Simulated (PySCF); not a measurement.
**Basis and Hamiltonian dependence of the excitation energy of C²⁺**

C²⁺ [He] 2s2 (1S) → C²⁺ [He] 2s1 2p1, s spin flipped. All values are computed (PySCF 2.14, energy differences of UHF-based or UKS calculations, no spin-orbit coupling). Values in eV.

```json
{"basis": "x2c-TZVPPall with one added diffuse shell each of s, p, d type", "Hamiltonian": "spin-free X2C", "functions": "40", "UHF": "8.448", "r2SCAN": "7.669", "PBE0": "8.030", "MP2 (valence)": "8.644"}
{"basis": "dyall-av2z", "Hamiltonian": "non-relativistic", "functions": "42", "UHF": "8.444", "r2SCAN": "7.675", "PBE0": "8.028", "MP2 (valence)": "8.735"}
{"basis": "aug-cc-pVTZ-DK", "Hamiltonian": "spin-free X2C", "functions": "46", "UHF": "8.477", "r2SCAN": "7.694", "PBE0": "8.059", "MP2 (valence)": "8.675"}
{"basis": "cc-pVQZ", "Hamiltonian": "non-relativistic", "functions": "55", "UHF": "8.438", "r2SCAN": "n/a", "PBE0": "n/a", "MP2 (valence)": "8.643"}
{"basis": "x2c-QZVPPall", "Hamiltonian": "spin-free X2C", "functions": "57", "UHF": "8.450", "r2SCAN": "7.661", "PBE0": "8.032", "MP2 (valence)": "8.644"}
```

Frozen in the all-electron rows: valence: 1s2.

In the upper determinant the s electron has its spin opposite to the other open shell, which mixes two multiplicities.
